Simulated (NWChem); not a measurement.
Molecule: C3H4FNSi; SMILES FC1=C[SiH2]N=C1

```xyz
10

F      0.1288    -2.3464     0.0000
C      0.1109    -1.0218     0.0000
C      1.1783    -0.2085     0.0000
Si     0.4001     1.4917     0.0000
N     -1.2914     0.9131     0.0000
C     -1.2297    -0.3600     0.0000
H      2.2047    -0.5764     0.0000
H      0.6803     2.2988    -1.2201
H      0.6803     2.2988     1.2201
H     -2.1292    -1.0010     0.0000
```
Atoms are numbered in this order, from 1.

All runs: NWChem. All runs use the structure optimised with PBE0/def2-SVP. Vzz is the largest principal value of the second derivative of the potential at the nucleus (NWChem prints the opposite sign); η is the asymmetry. Non-relativistic.

Estimate the computed values for PBE0/def2-SVP. Quantities: Vzz N5 (a.u.); η N5.


* **Vzz N5 (a.u.)**: -0.841
* **η N5**: 0.74
